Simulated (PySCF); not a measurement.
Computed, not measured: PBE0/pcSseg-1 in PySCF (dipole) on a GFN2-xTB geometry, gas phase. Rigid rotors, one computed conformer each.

Species:
1. `[CH3:1][CH2:2][P:3]([CH2:4][OH:5])[CH:6]1[CH2:7][CH2:8]1` with C1–C2–P3–C4 85°, C2–P3–C4–O5 51°, P3–C4–O5–H 66°, C2–P3–C6–C7 114°
2. `[CH2:1]=[C:2]([CH3:3])[CH2:4][Si@H:5]([CH3:6])[CH:7]([CH3:8])[CH3:9]` with C1–C2–C4–Si5 -102°, C2–C4–Si5–C6 176°, C4–Si5–C7–C8 63°
3. `CC(C)(C)[C@@H]1C[P@@H]1=O`
4. `[CH:1]#[C:2][CH2:3][C@H:4]1[CH2:5][CH2:6][SiH2:7]1` with C2–C3–C4–C5 65°, C3–C4–C5–C6 134°, C4–C5–C6–Si7 -11°, C5–C6–Si7–C4 9°, C3–C4–Si7–C6 -128°
5. `CC(C)(C)P1(=O)CC1`

Rotational constants (MHz) and dipole components (D):

| set | A | B | C | μa | μb | μc |
| --- | --- | --- | --- | --- | --- | --- |
| P | 5205 | 1219 | 1046 | 0.75 | 0.00 | 0.06 |
| Q | 1711 | 862.7 | 740.4 | 0.30 | 0.32 | 0.05 |
| R | 2800 | 1243 | 1126 | 1.77 | 2.72 | 1.71 |
| S | 2303 | 1225 | 937.1 | 1.28 | 0.09 | 0.58 |
| T | 2405 | 1489 | 1274 | 1.61 | 3.66 | 0.00 |

Which set belongs to which species?

P = 4, Q = 2, R = 3, S = 1, T = 5.

- 1 (set S): mass 132.1 u, 8 heavy atoms, longest extent 7.1 Å, C1, asymmetric top, Ia, Ib, Ic = 219.5, 412.5, 539.3 u·Å².
- 2 (set Q): mass 142.1 u, 9 heavy atoms, longest extent 7.0 Å, C1, asymmetric top, Ia, Ib, Ic = 295.4, 585.8, 682.6 u·Å².
- 3 (set R): mass 132.1 u, 8 heavy atoms, longest extent 6.0 Å, C1, asymmetric top, Ia, Ib, Ic = 180.5, 406.5, 448.7 u·Å².
- 4 (set P): mass 110.1 u, 7 heavy atoms, longest extent 7.3 Å, C1, near-prolate asymmetric top, Ia, Ib, Ic = 97.1, 414.6, 483.3 u·Å².
- 5 (set T): mass 132.1 u, 8 heavy atoms, longest extent 6.1 Å, Cs, asymmetric top, Ia, Ib, Ic = 210.1, 339.3, 396.8 u·Å².

Point groups hold within 0.08 Å; constants that symmetry makes equal can differ a little in the computed geometry, and forbidden dipole components can keep a residue. No structure here is proved a minimum.
